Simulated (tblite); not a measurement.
Input of a run (GFN2-xTB geometry optimisation, gas phase (tblite 0.8.0)), started from a force field or distance geometry:
```
{"job": {"kind": "relax", "xc": "GFN2-xTB", "basis": "xTB"}, "charge": 0, "multiplicity": 2}
C      4.840500    -0.206800     1.031100
C      3.489300    -0.266000     0.436500
C      2.405000    -0.328800    -0.031200
C      0.986200    -0.387700    -0.659100
C     -0.205700    -0.455200    -1.162200
C     -1.479800    -0.575100    -0.384700
C     -2.309000     0.705900    -0.476400
C     -3.598500     0.581800     0.319100
H      5.329700    -1.183100     0.990300
H      5.452700     0.514500     0.498900
H      4.780000     0.104000     2.078600
H     -0.298600    -0.408700    -2.249200
H     -2.053600    -1.420900    -0.765000
H     -1.248500    -0.801000     0.665700
H     -1.740200     1.563400    -0.084400
H     -2.550500     0.925100    -1.508000
H     -4.185900     1.503800     0.239900
H     -4.219500    -0.250300    -0.067800
H     -3.403500     0.394600     1.380500
```

Output (eV, eV/Å):
```
step      E/eV     max force
  0    -613.42259    9.007
  1    -613.66226    9.046
  2    -614.20462    2.548
  3    -614.30363    2.288
  4    -614.36235    0.714
  5    -614.39649    0.634
  6    -614.43453    0.554
  7    -614.45357    0.503
  8    -614.47479    0.319
  9    -614.48742    0.300
 10    -614.49395    0.177
 11    -614.49656    0.133
 12    -614.49900    0.145
 13    -614.50128    0.126
 14    -614.50317    0.096
 15    -614.50440    0.085
 16    -614.50535    0.075
 17    -614.50628    0.078
 18    -614.50709    0.060
 19    -614.50771    0.053
 20    -614.50820    0.053
 21    -614.50862    0.057
 22    -614.50897    0.039
 23    -614.50923    0.033
 24    -614.50941    0.032
 25    -614.50957    0.039
 26    -614.50975    0.034
 27    -614.50997    0.031
 28    -614.51020    0.037
 29    -614.51039    0.041
 30    -614.51054    0.041
 31    -614.51066    0.037
 32    -614.51078    0.033
 33    -614.51089    0.028
 34    -614.51098    0.022
 35    -614.51105    0.020
 36    -614.51112    0.020
 37    -614.51121    0.029
 38    -614.51131    0.033
 39    -614.51139    0.028
 40    -614.51146    0.021
 41    -614.51152    0.020
 42    -614.51157    0.019
 43    -614.51163    0.018
 44    -614.51168    0.018
 45    -614.51171    0.018
 46    -614.51175    0.020
 47    -614.51181    0.023
 48    -614.51191    0.025
 49    -614.51202    0.029
 50    -614.51212    0.029
 51    -614.51223    0.027
 52    -614.51237    0.029
 53    -614.51257    0.038
 54    -614.51280    0.034
 55    -614.51297    0.027
 56    -614.51309    0.028
 57    -614.51320    0.026
 58    -614.51335    0.029
 59    -614.51353    0.030
 60    -614.51367    0.026
 61    -614.51377    0.019
 62    -614.51383    0.021
 63    -614.51387    0.014
 64    -614.51391    0.013
 65    -614.51393    0.015
 66    -614.51397    0.018
 67    -614.51402    0.022
 68    -614.51409    0.022
 69    -614.51414    0.016
 70    -614.51417    0.012
 71    -614.51419    0.012
 72    -614.51421    0.013
 73    -614.51425    0.016
 74    -614.51430    0.020
 75    -614.51436    0.019
 76    -614.51441    0.015
 77    -614.51447    0.016
 78    -614.51453    0.017
 79    -614.51459    0.020
 80    -614.51465    0.020
 81    -614.51471    0.018
 82    -614.51476    0.016
 83    -614.51482    0.016
 84    -614.51487    0.014
 85    -614.51491    0.015
 86    -614.51496    0.013
 87    -614.51500    0.012
 88    -614.51505    0.013
 89    -614.51509    0.015
 90    -614.51512    0.016
 91    -614.51515    0.016
 92    -614.51520    0.015
 93    -614.51527    0.016
 94    -614.51535    0.024
 95    -614.51545    0.031
 96    -614.51558    0.035
 97    -614.51575    0.033
 98    -614.51593    0.031
 99    -614.51608    0.027
100    -614.51620    0.025
101    -614.51628    0.022
102    -614.51635    0.018
103    -614.51642    0.013
104    -614.51646    0.013
105    -614.51648    0.008
```

Task: Summarise the run.

Result: The energy falls by 25.2 kcal/mol over 105 L-BFGS steps, the largest force on an atom goes from 9.01 to 0.008 eV/Å, and the atoms move by 0.192 Å rms after alignment. The bond that changes most is C3–C4 (both ends carbon bonded to 2 C), which shortens by 0.240 Å. Bonds longer at the end by more than 0.005 Å: 4 of 18; shorter: 8. Among the angles that change most is C3–C4–C5, from 178.7° to 168.3°. The energy never rose by more than 1e-5 eV on the way. The first step brought 22 % of the lowering.

Task: What are the final bond lengths?

Result: C1–C2 1.439 Å, C2≡C3 1.230 Å, C3–C4 1.313 Å, C4=C5 1.299 Å, C5–C6 1.510 Å, C6–C7 1.530 Å, C7–C8 1.524 Å, C1–H9 1.091 Å, C1–H10 1.092 Å, C1–H11 1.093 Å, C5–H12 1.087 Å, C6–H13 1.094 Å, C6–H14 1.092 Å, C7–H15 1.093 Å, C7–H16 1.093 Å, C8–H17 1.088 Å, C8–H18 1.088 Å, C8–H19 1.088 Å. Numbering counts from 1 in the input's order; the species is `CC#C/[C]=C\CCC` [radical].

Hardware: Arm Neoverse V1, one thread, shared host with 32 logical CPUs at a one-minute load of 11. Cost: 0.75 s.

GFN2-xTB frequencies show an imaginary mode (26i cm⁻¹), so the point is no minimum at that level.

Shape of the structure used: `[CH3:1][C:2]#[C:3]/[C:4]=[CH:5]\[CH2:6][CH2:7][CH3:8]`: C4–C5–C6–C7 120°, C5–C6–C7–C8 178°.

One conformer stands for the species.

The numbers are calculated, not measured.
